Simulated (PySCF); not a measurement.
C$_{3}$H$_{10}$AlClSi, singlet, geometry from GFN2-xTB (such geometries of metal compounds can be far from the true shape); DF-PBE/STO-3G (PySCF).

PySCF was given this input:
```python
from pyscf import gto, scf, dft

mol = gto.Mole()
mol.atom = '''
    Si    1.760012   -0.314784   -0.723570
    Cl    0.943084    0.246927    1.161034
    C     0.151297   -0.458265   -1.669101
    Al   -1.066026    0.056576   -0.061416
    C    -1.664801    1.955630   -0.097423
    C    -1.902555   -1.513619    0.833536
    H     2.676694    0.789120   -0.996537
    H     2.518846   -1.514156   -0.378462
    H     0.021982   -1.463384   -2.079013
    H     0.137058    0.215779   -2.529610
    H    -2.579319    2.087000   -0.684582
    H    -0.927932    2.647092   -0.523445
    H    -1.897261    2.337625    0.903688
    H    -1.274691   -2.412716    0.834334
    H    -2.147417   -1.312583    1.883206
    H    -2.845876   -1.802527    0.359157
'''
mol.basis = 'sto-3g'
mol.charge = 0
mol.spin = 0
mol.verbose = 4
mol.max_memory = 1800
mol.build()

mf = dft.RKS(mol)
mf.xc = 'pbe'
mf = mf.density_fit(auxbasis='def2-universal-jkfit')
mf.kernel()
```

Output, abridged:

```
PySCF version 2.14.0

[INPUT] verbose = 4
[INPUT] num. atoms = 16
[INPUT] num. electrons = 72
[INPUT] charge = 0
[INPUT] spin (= nelec alpha-beta = 2S) = 0
[INPUT] symmetry False subgroup None
[INPUT] Mole.unit = angstrom
[INPUT] Symbol           X                Y                Z      unit          X                Y                Z       unit  Magmom
[INPUT]  1 Si     1.760012000000  -0.314784000000  -0.723570000000 AA    3.325940655948  -0.594855548395  -1.367349131952 Bohr   0.0
[INPUT]  2 Cl     0.943084000000   0.246927000000   1.161034000000 AA    1.782170472459   0.466624402760   2.194036281308 Bohr   0.0
[INPUT]  3 C      0.151297000000  -0.458265000000  -1.669101000000 AA    0.285909893468  -0.865995342474  -3.154143764238 Bohr   0.0
[INPUT]  4 Al    -1.066026000000   0.056576000000  -0.061416000000 AA   -2.014497181666   0.106913145223  -0.116059419666 Bohr   0.0
[INPUT]  5 C     -1.664801000000   1.955630000000  -0.097423000000 AA   -3.146017941902   3.695605100983  -0.184102788234 Bohr   0.0
[INPUT]  6 C     -1.902555000000  -1.513619000000   0.833536000000 AA   -3.595307886922  -2.860325366938   1.575154754965 Bohr   0.0
[INPUT]  7 H      2.676694000000   0.789120000000  -0.996537000000 AA    5.058218579267   1.491220679417  -1.883182002996 Bohr   0.0
[INPUT]  8 H      2.518846000000  -1.514156000000  -0.378462000000 AA    4.759929089956  -2.861340149867  -0.715189528555 Bohr   0.0
[INPUT]  9 H      0.021982000000  -1.463384000000  -2.079013000000 AA    0.041539959670  -2.765394975071  -3.928765179410 Bohr   0.0
[INPUT] 10 H      0.137058000000   0.215779000000  -2.529610000000 AA    0.259002083181   0.407763213433  -4.780270101961 Bohr   0.0
[INPUT] 11 H     -2.579319000000   2.087000000000  -0.684582000000 AA   -4.874206497887   3.943858421967  -1.293672489807 Bohr   0.0
[INPUT] 12 H     -0.927932000000   2.647092000000  -0.523445000000 AA   -1.753537342220   5.002278906527  -0.989167691273 Bohr   0.0
[INPUT] 13 H     -1.897261000000   2.337625000000   0.903688000000 AA   -3.585303676818   4.417471031936   1.707722822056 Bohr   0.0
[INPUT] 14 H     -1.274691000000  -2.412716000000   0.834334000000 AA   -2.408816883448  -4.559372456356   1.576662756413 Bohr   0.0
[INPUT] 15 H     -2.147417000000  -1.312583000000   1.883206000000 AA   -4.058030005235  -2.480422385760   3.558743576138 Bohr   0.0
[INPUT] 16 H     -2.845876000000  -1.802527000000   0.359157000000 AA   -5.377926224473  -3.406282362134   0.678708365720 Bohr   0.0

nuclear repulsion = 437.724534582666
number of shells = 34
number of NR pGTOs = 156
number of NR cGTOs = 52
basis = sto-3g
ecp = {}

******** <class 'pyscf.df.df_jk.DFRKS'> ********
method = DFRKS
initial guess = minao
damping factor = 0
level_shift factor = 0
DIIS = <class 'pyscf.scf.diis.CDIIS'>
diis_start_cycle = 1
diis_space = 8
diis_damp = 0
SCF conv_tol = 1e-09
SCF conv_tol_grad = None
SCF max_cycles = 50
direct_scf = False
XC library pyscf.dft.libxc version 7.1.2
    S. Lehtola, C. Steigemann, M. J. T. Oliveira, and M. A. L. Marques,  SoftwareX 7, 1–5 (2018)
XC functionals = pbe
    J. P. Perdew, K. Burke, and M. Ernzerhof,  Phys. Rev. Lett. 77, 3865 (1996)
    J. P. Perdew, K. Burke, and M. Ernzerhof,  Phys. Rev. Lett. 78, 1396 (1997)
    J. P. Perdew, K. Burke, and M. Ernzerhof,  Phys. Rev. Lett. 77, 3865 (1996)
    J. P. Perdew, K. Burke, and M. Ernzerhof,  Phys. Rev. Lett. 78, 1396 (1997)
radial grids:
    Treutler-Ahlrichs [JCP 102, 346 (1995); DOI:10.1063/1.469408] (M4) radial grids

becke partition: Becke, JCP 88, 2547 (1988); DOI:10.1063/1.454033
pruning grids: <function nwchem_prune>
grids dens level: 3
symmetrized grids: False
atomic radii adjust function: <function treutler_atomic_radii_adjust>
small_rho_cutoff = 0
Set gradient conv threshold to 3.16228e-05
Initial guess from minao.
tot grids = 197680
init E= -1098.64664601416
  HOMO = -0.334057162433615  LUMO = 0.00192604823716586  gap/eV = 9.14257
cycle= 1 E= -1099.0284677388  delta_E= -0.382  |g|= 0.689  |ddm|=  4.6
  HOMO = -0.0595604514359956  LUMO = 0.0691431460212593  gap/eV = 3.50220
cycle= 2 E= -1098.90899691764  delta_E= 0.119  |g|= 0.91  |ddm|= 2.33
  HOMO = -0.141260236622884  LUMO = 0.104245057951842  gap/eV = 6.68054
cycle= 3 E= -1099.18506286613  delta_E= -0.276  |g|= 0.0802  |ddm|= 1.41
  HOMO = -0.130418057163175  LUMO = 0.101451709884905  gap/eV = 6.30950
cycle= 4 E= -1099.18725563562  delta_E= -0.00219  |g|= 0.0264  |ddm|= 0.175
  HOMO = -0.132118392756801  LUMO = 0.0988764929385901  gap/eV = 6.28569
cycle= 5 E= -1099.18747471638  delta_E= -0.000219  |g|= 0.00507  |ddm|= 0.0428
  HOMO = -0.132473453470019  LUMO = 0.0991364757722483  gap/eV = 6.30243
cycle= 6 E= -1099.18748609781  delta_E= -1.14e-05  |g|= 0.000846  |ddm|= 0.0118
  HOMO = -0.132442722221123  LUMO = 0.0993379096209061  gap/eV = 6.30707
cycle= 7 E= -1099.18748644209  delta_E= -3.44e-07  |g|= 0.000162  |ddm|= 0.00195
  HOMO = -0.132442028351636  LUMO = 0.0993070528330675  gap/eV = 6.30621
cycle= 8 E= -1099.18748645312  delta_E= -1.1e-08  |g|= 2e-05  |ddm|= 0.000332
  HOMO = -0.132442606318951  LUMO = 0.0993065975789406  gap/eV = 6.30622
cycle= 9 E= -1099.18748645329  delta_E= -1.7e-10  |g|= 2.6e-06  |ddm|= 4.34e-05
  HOMO = -0.132442920764721  LUMO = 0.0993070877044629  gap/eV = 6.30624
Extra cycle  E= -1099.18748645329  delta_E= -1.36e-12  |g|= 2.95e-06  |ddm|= 1.04e-05
converged SCF energy = -1099.18748645329
```
